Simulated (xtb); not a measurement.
C₃H₁₀OSi, SMILES C[Si](C)(C)O. All values are semi-empirical tight-binding results from xtb (GFN2-xTB unless named), good for trends rather than for accurate numbers. The structure is a stationary point at GFN2-xTB. The isomer is the one that the SMILES or the coordinates give; other isomers of the formula were not compared. One conformer was computed; it need not be the lowest.

```
Property                                        Result
---------------------------------------  -------------
point group as xtb finds it                         Cs
orbital gap                                    7.29 eV
dipole moment                                   1.35 D
zero-point energy                        77.8 kcal/mol
G − E(el) at 298.15 K (modified RRHO)    56.9 kcal/mol
static polarisability (D4 model)            72.3 bohr³
solvation energy, GFN2-xTB/ALPB(water)   -4.3 kcal/mol
solvation energy, GFN2-xTB/ALPB(hexane)  -4.2 kcal/mol
```
